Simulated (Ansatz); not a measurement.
Born–Oppenheimer molecular dynamics of ClGaH3N (6 atoms, charge 0, multiplicity 1). It starts at the highest image of a converged band, a first-order saddle point between two minima.

Method: Ansatz, RKS CAM-B3LYP/def2-SVPD.

| Item | Value |
| --- | --- |
| ensemble | NVE (velocity Verlet) |
| time step | 0.5 fs |
| steps asked | 200 |
| starting velocities drawn for | 300 K |
| seed | 6451 |

First frame:

```xyz
6
Properties=species:S:1:pos:R:3
Ga -0.446 -0.300 0.598
H 1.032 -0.242 1.262
Cl 2.017 0.399 -0.013
N -1.521 -0.014 -0.821
H -2.515 -0.203 -0.838
H -1.181 0.360 -1.699
```

Problem. How far do the bonds stretch over the last three quarters of this one trajectory? (Pairs bonded in most of those frames.)

Solution. 
```csv
bond,mean (Å),spread (Å),shortest,longest
Ga1–H2,1.608,0.070,1.50,1.77
Ga1–Cl3,2.238,0.210,1.94,2.57
Ga1–N4,1.804,0.058,1.70,1.90
N4–H5,1.015,0.020,0.97,1.06
N4–H6,1.020,0.026,0.97,1.07
```

Mean temperature of the second half: 2527 K. The conserved energy stayed within 0.26 meV per atom of its start (net change -0.023 meV per atom), so the integration is sound. The kinetic energy rose, since the run started high on the potential surface and went downhill. A run of 0.1 ps of so small a system gives no equilibrium averages. The orbitals stay closed-shell, which can raise the energy where a bond breaks towards radicals; this wasn't checked here.

The run took 3 min on 4 threads of Intel(R) Xeon(R) 6975P-C (Granite Rapids), with other jobs on the host, peak memory 0.32 GiB.
